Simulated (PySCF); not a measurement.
How methods differ on the excitation energy of Sb⁺

Sb⁺ [Kr] 4d10 5s2 5p2 (3P) → Sb⁺ [Kr] 4d10 5s1 5p2 6s1 (5P), as a difference of total energies. Calculation: PySCF 2.14, in aug-cc-pVQZ-PP with one added diffuse shell each of s, p, d, f, g type with ECP28MDF (8s8p6d4f3g, 117 functions); scalar relativity through the core potential. Correlated levels: valence: 4s2 4p6 4d10 frozen. The calculations carry no spin-orbit coupling.

| method | excitation energy (eV) |
| --- | --- |
| UHF | 13.657 |
| LDA | 16.033 |
| PBE | 15.625 |
| PBE0 | 15.395 |
| wB97X-V | 15.728 |
| MP2 (valence) | 14.594 |
| SCS-MP2 (valence) | 14.954 |

Problem. How much does correlation contribute at MP2 (valence)?

Solution. 14.594 − (13.657) = 0.937 eV, measured against UHF.

The promoted electron is Rydberg-like, and one or two diffuse shells describe it only roughly, which tends to raise the upper state.
